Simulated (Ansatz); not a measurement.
System: cyanosilylidyne, CNSi (charge 0, doublet). It need not be the lowest isomer of its formula. 
Structure (B3LYP-D3(BJ)/def2-TZVP (Ansatz, a quantum-chemistry and plane-wave program) minimum search):
```
C
N 1 1.1636
Si 1 1.8448 2 180.00
```
Charge 0, spin multiplicity 2.

Quantity: atomisation energy (electronic, to ground-state atoms), in eV. Correlated levels leave the core frozen unless marked. Open shells are spin-unrestricted. No spin-orbit coupling. Non-relativistic. The coupled-cluster limit lacks core correlation, which all-electron functionals hold. Basis-set limits of correlation are two-point, X^-3; Hartree-Fock from the larger set.

```csv
level,program,atomisation energy (eV)
HF/cc-pV(T+d)Z,Ansatz,7.52
PBE/def2-TZVPD,Ansatz,13.31
PBE0/6-31G*,Ansatz,12.33
r2SCAN0-D4/def2-TZVPD,Ansatz + dftd4,11.87
B2GP-PLYP/def2-TZVPD,Ansatz,12.40
B2PLYP-D4/def2-TZVPD,Ansatz + dftd4,12.57
RPA@PBE/cc-pV(T+d)Z,Ansatz,11.37
```

Q: Predict the CCSD(T)/CBS(cc-pV(T+d)Z,cc-pV(Q+d)Z) result (Ansatz).

A: 12.42 eV
